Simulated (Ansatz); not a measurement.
Basis sets compared for Cs₈F₈ (relaxed from a model of 2x2x4 CsF rock-salt block, whose bonding it doesn't keep). Charge 0, multiplicity 1. Geometry r2SCAN-D4/def2-SVP. Ansatz on 4 threads of Intel Xeon on a shared host; times are rough, and most runs start from earlier orbitals.

```xyz
16

Cs    2.9610   -3.7052   -0.5495
F     0.7943   -1.9883   -1.0585
Cs   -1.5500   -0.5424   -1.9883
F    -3.6675    1.2788   -2.3553
F     4.3240   -1.3903   -0.0453
Cs    2.3577    0.4049   -0.9643
F    -0.0991    1.8700   -1.4831
Cs   -2.1831    3.5732   -2.2945
F     2.2875   -3.3323    2.0732
Cs   -0.1475   -1.9834    1.6420
F    -2.2564   -0.1873    0.7605
Cs   -4.5976    1.2698    0.2150
Cs    3.8195   -1.1380    2.6292
F     1.5616    0.3057    1.7810
Cs   -0.6598    2.1209    1.3103
F    -2.9445    3.4438    0.3276
```

In the def2 sets Cs takes a core potential; there is no spin–orbit coupling.

Binding counts from free atoms (Cs doublet, F doublet) in the same basis, without a counterpoise term.

```
           level  functions  energy (Eh)  HOMO (eV)  LUMO (eV)  binding per atom (eV)  wall time
 PBE-D4/def2-SVP        304    -959.4974      -4.90      -0.83                   3.41       26 s
PBE0-D4/def2-SVP        304    -959.4235      -6.61      -0.37                   3.25       48 s
```

(1) Estimate the rows for PBE-D4/def2-TZVP (with forces), PBE0-D4/def2-TZVP.

Results:

(1) 
| level | functions | energy (Eh) | HOMO (eV) | LUMO (eV) | binding per atom (eV) | wall time |
| --- | --- | --- | --- | --- | --- | --- |
| PBE-D4/def2-TZVP (with forces) | 480 | -960.5127 | -5.22 | -0.76 | 3.37 | 49 s |
| PBE0-D4/def2-TZVP | 480 | -960.4290 | -6.93 | -0.31 | 3.23 | 97 s |
